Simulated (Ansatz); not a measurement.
The first iterations of a band of FH₃O₂Zn (7 atoms, charge 0, multiplicity 1).

These are results of RKS B3LYP-D4/def2-SVP in Ansatz 0.2.0, not measurements.

* movable images: 7
* climbing image: yes
* spring: 5.0 eV/Å²
* optimiser: quadratic models (default)
* start path: through a guess of the saddle point
* force threshold: 0.05 eV/Å
* iteration limit: 60
* end points: relaxed

Initial state:

```xyz
7
Properties=species:S:1:pos:R:3
Zn -0.219 -0.193 -0.463
O 0.026 -0.997 1.191
O -0.687 0.169 -2.143
H 0.793 0.235 1.334
F 1.120 1.031 0.808
H -0.735 -1.240 1.731
H -0.298 0.996 -2.457
```

Final state:

```xyz
7
Properties=species:S:1:pos:R:3
Zn 0.205 0.415 -0.495
O 0.051 -0.997 1.129
O -0.707 0.081 -1.997
H 0.576 -0.316 1.610
F 1.200 1.208 0.797
H -0.764 -1.148 1.628
H -0.561 0.758 -2.671
```

| iteration | highest image above the first end (eV) | largest band force component (eV/Å) |
| --- | --- | --- |
| 1 | 0.587 | 4.782 |
| 2 | 0.139 | 2.244 |
| 3 | 0.039 | 0.615 |

Question: Does the band converge within its limit, and where does its top end?

Answer: It converged. It ended after 10 iterations with the highest image 0.010 eV above the first end. A vibrational analysis at the climbing image gives one clearly imaginary mode, 261i cm⁻¹: a first-order saddle point. The orbitals stay closed-shell, which can raise the energy where a bond breaks towards radicals; this wasn't checked here.

The run took 87 s on 2 threads of Intel(R) Xeon(R) 6975P-C (Granite Rapids) (shared host), peak memory 0.19 GiB.
